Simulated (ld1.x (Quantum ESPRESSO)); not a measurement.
Which change was made? (Co, TM semilocal)

ld1.x (Quantum ESPRESSO) 7.5 input, shortened:

```
&input
   title='Co', zed=27., rel=1, dft='PBE', iswitch=3,
   config='[Ar] 3d7 4s2 4p0'
 /
 &inputp
   pseudotype=1, tm=.true., lloc=1,
   nlcc=.false.
 /
3
3S  1  0   2.00   0.00  1.20  1.20  0.0
3D  3  2   7.00   0.00  1.60  1.60  0.0
3P  2  1   6.00   0.00  1.15  1.15  0.0
 &test
   configts(1)='3s2 3p6 3d7 4s2 4p0'
 /
```

Occupied shells without a wave of their own: 4s. They enter only through the test configuration that unscreens the potential.

Cutoffs, loose and tight: the cutoffs (Ry, on a coarse ladder) from which the occupation-weighted sum of valence levels, in a spherical-Bessel basis at the reference potential, stays within 10 and 1 mRy of its value at 400 Ry. They do not see the model core or the augmentation charge, which bear on the density cutoff. Test errors are all-electron minus pseudo excitation energies from the reference, over the configurations 3s2 3p6 3d7 4s1 4p0; 3s2 3p6 3d7 4s0 4p0; 3s2 3p6 3d6 4s0 4p0; 3s2 3p6 3d6 4s2 4p1; 3s2 3p6 3d7 4s0 4p2; 3s1 3p6 3d7 4s2 4p0; 3s2 3p5 3d7 4s2 4p0; variants that change the core or the reference have their own tests.

The base gives: outcome: generated, misses its reference levels by 0.71 eV; cutoff, loose: 110 Ry; cutoff, tight: 180 Ry; bound ghosts: none; largest test error (meV): -3703.

**Question.** After one change the result is: outcome: generated, misses its reference levels by 0.75 eV; cutoff, loose: 110 Ry; cutoff, tight: 180 Ry; bound ghosts: none; largest test error (meV): -2817. Which change was it?
A. wave 3s (bound): rc 1.20 bohr becomes 3s (bound): rc 1.34 bohr
B. reference 3s2 3p6 3d7 4s1.5 4p0.5
C. reference 3s2 3p6 3d7.5 4s1.5 4p0
D. type PAW, which also changes the form from semilocal to separable; waves now 3s (bound): rcut 1.05, rcutus 1.20 bohr; 4s (bound): rcut 1.05, rcutus 1.20 bohr; 3p (bound): rc 1.15 bohr; 4p (bound): rc 1.15 bohr; 3d (bound): rcut 1.40, rcutus 1.60 bohr; 3d channel at 0.2 Ry: rcut 1.40, rcutus 1.60 bohr; local potential all-electron potential smoothed inside 1.30 bohr (lloc = -1); core correction a·sin(br)/r model core, default radius (ld1.x builds one for every PAW set, though the input has nlcc=.false.); augmentation BESSEL, radius 0.80 bohr
E. wave 3d (bound): rc 1.60 bohr becomes 3d (bound): rc 2.46 bohr

**Answer.** B. The others give: reference 3s2 3p6 3d7.5 4s1.5 4p0 → outcome: generated, misses its reference levels by 0.62 eV; cutoff, loose: 110 Ry; cutoff, tight: 180 Ry; bound ghosts: none; largest test error (meV): -1828 | type PAW, which also changes the form from semilocal to separable; waves now 3s (bound): rcut 1.05, rcutus 1.20 bohr; 4s (bound): rcut 1.05, rcutus 1.20 bohr; 3p (bound): rc 1.15 bohr; 4p (bound): rc 1.15 bohr; 3d (bound): rcut 1.40, rcutus 1.60 bohr; 3d channel at 0.2 Ry: rcut 1.40, rcutus 1.60 bohr; local potential all-electron potential smoothed inside 1.30 bohr (lloc = -1); core correction a·sin(br)/r model core, default radius (ld1.x builds one for every PAW set, though the input has nlcc=.false.); augmentation BESSEL, radius 0.80 bohr → outcome: failed: invmat: error in DGETRF | wave 3d (bound): rc 1.60 bohr becomes 3d (bound): rc 2.46 bohr → outcome: generated, misses its reference levels by 0.71 eV; cutoff, loose: 90 Ry; cutoff, tight: 140 Ry; bound ghosts: none; largest test error (meV): -3889 | wave 3s (bound): rc 1.20 bohr becomes 3s (bound): rc 1.34 bohr → outcome: generated, misses its reference levels by 1.27 eV; cutoff, loose: 110 Ry; cutoff, tight: 180 Ry; bound ghosts: none; largest test error (meV): -6407. In the semilocal form every listed channel keeps its own potential, so the choice of the local channel does not act on these tests. It acts once the file is put into the separable form.
